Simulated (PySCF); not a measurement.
C₆H₈FOS (doublet state).
Geometry (GFN2-xTB, Å), atoms numbered from 1 in this order:
```
atom  x, y, z in Å
C1     2.6113    0.1587   -0.4338
C2     1.3652    0.4077   -0.0788
C3     0.3021   -0.6581    0.0805
C4    -0.0190   -0.7406    1.5227
S5    -1.6403   -0.2800    1.9894
O6    -1.5786    0.7277    3.0472
C7    -1.8053    0.5840    0.3077
F8    -3.1218    0.6252   -0.0481
C9    -0.9957   -0.2741   -0.6418
H10    2.9513   -0.8385   -0.6604
H11    3.3428    0.9438   -0.5189
H12    1.0462    1.4123    0.1580
H13    0.7065   -1.6007   -0.3086
H14    0.6622   -1.1483    2.2445
H15   -1.4612    1.6160    0.4215
H16   -0.7920    0.2461   -1.5793
H17   -1.5808   -1.1692   -0.8624
```

The hyperfine couplings belong to this conformer and change with its torsions.

As a line formula: `C=C[C@H]1[CH][S@@](=O)[C@H](F)C1` [radical].

The calculation used PySCF 2.14.0, UKS B3LYP, pcH-1 on C F H O S, non-relativistic, mean-field spin-orbit, GIAO. Geometry: GFN2-xTB, one conformer, isolated molecule. Couplings are sensitive to structure, and on GFN2-xTB geometries they can be far from those on DFT ones. Stability of the SCF solution: not tested.

(1) Where do the isotropic ENDOR lines of F8, H13, H14, H16, H15, H10, H12, H17 and H11 fall at 3353.7 mT, to first order?

(2) Which pairs are centred on the nuclear Larmor frequency, and which on half the coupling?

## Answers

(1) For S = 1/2 in fast tumbling each set of equivalent nuclei gives two lines, ν± = |νn ± a/2| to first order, with νn = g_N μN B/h and μN/h = 7.62259 MHz/T.

```
nuclei  isotope     g_N  νn (MHz)  a_iso (MHz)  lower line (MHz)  upper line (MHz)
    F8      19F  5.2577    134.41        -3.12            132.85            135.97
   H13       1H  5.5857    142.79        72.22            106.68            178.90
   H14       1H  5.5857    142.79       -56.30            114.64            170.94
   H16       1H  5.5857    142.79         7.06            139.26            146.32
   H15       1H  5.5857    142.79        -4.56            140.51            145.07
   H10       1H  5.5857    142.79        -2.69            141.44            144.14
   H12       1H  5.5857    142.79        -1.90            141.84            143.74
   H17       1H  5.5857    142.79        -1.34            142.12            143.46
   H11       1H  5.5857    142.79         0.69            142.45            143.14
```

(2) Centred on νn, since |a| < 2νn: F8, H13, H14, H16, H15, H10, H12, H17 and H11. No pair has |a| > 2νn.

Hardware: an Arm Neoverse V1 with one thread, no GPU, shared host with 32 logical CPUs at a one-minute load of 37. Cost: 2.6 min (with the writing of density and orbital grids), 1.1 GiB resident at most.
